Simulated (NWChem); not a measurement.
**Correlation energy of CF2**

```
C
F 1 1.3225
F 1 1.3225 2 120.25
```
Charge 0, spin multiplicity 3.

All runs are NWChem calculations. All single points use one geometry, from UPBE/def2-SVP, a minimum by its harmonic frequencies.

Basis set: STO-3G. Each correlation energy counts from its own Hartree-Fock reference.

| method | correlation energy (mHa) |
|---|---|
| UMP2 | -62.4 |
| SCS-UMP2 | -62.9 |
| CCSD on UHF | -81.1 |
| CCSD[T] on UHF | -85.8 |
| CCSD(T) on UHF | -84.8 |
| CCSD on ROHF | -82.7 |
| CCSD[T] on ROHF | -88.2 |
| CCSD(T) on ROHF | -87.1 |
| CCSDT on ROHF | -87.6 |

The values span 25.8 mHa, from CCSD[T] on ROHF (lowest) to UMP2 (highest). 

The correlated methods keep 3 core orbitals frozen. This spin state was chosen for the runs; another may lie lower. The structure started from a generated list of species. The unpaired electrons of the parent sit in orbitals of symmetry a1 and b2 (C2v labels of the run); other states weren't searched. No SCF solution was tested for a lower state. Open-shell Hartree-Fock references start from PBE0 orbitals. No row is a measurement; the coupled-cluster row has its own basis-set and correlation limits.
